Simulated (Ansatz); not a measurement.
A run of Ansatz (development build ahead of 0.2.0) on singlet AlCl₃ at this shape:

```yaml
atoms:
  - { symbol: Al, position_ang: [0.0225, -0.0352, -0.0274] }
  - { symbol: Cl, position_ang: [2.1244, -0.0067, -0.0197] }
  - { symbol: Cl, position_ang: [-1.0471, 1.7515, -0.0067] }
  - { symbol: Cl, position_ang: [-1.0503, -1.8456, 0.0184] }
```

Its results:

```json
{"Converged": "yes", "Total energy": "-1620.71866 hartree", "Spin squared of the determinant": "0.000"}
```

(1) Which input gives this output? Name the method, the orbitals and the basis set, and write the input.

## Answers

(1) RHF in cc-pVTZ. An unrestricted run that stays on the closed shell gives the same numbers.

```yaml
crystal:
  periodic: [false, false, false]
  atoms:
    - { symbol: Al, position_ang: [0.0225, -0.03521, -0.02745] }
    - { symbol: Cl, position_ang: [2.1244, -0.00675, -0.01972] }
    - { symbol: Cl, position_ang: [-1.04709, 1.75146, -0.00667] }
    - { symbol: Cl, position_ang: [-1.05035, -1.84563, 0.01839] }
basis:
  gaussian: { orbitals: cc-pVTZ }
hamiltonian:
  xc: hf
```
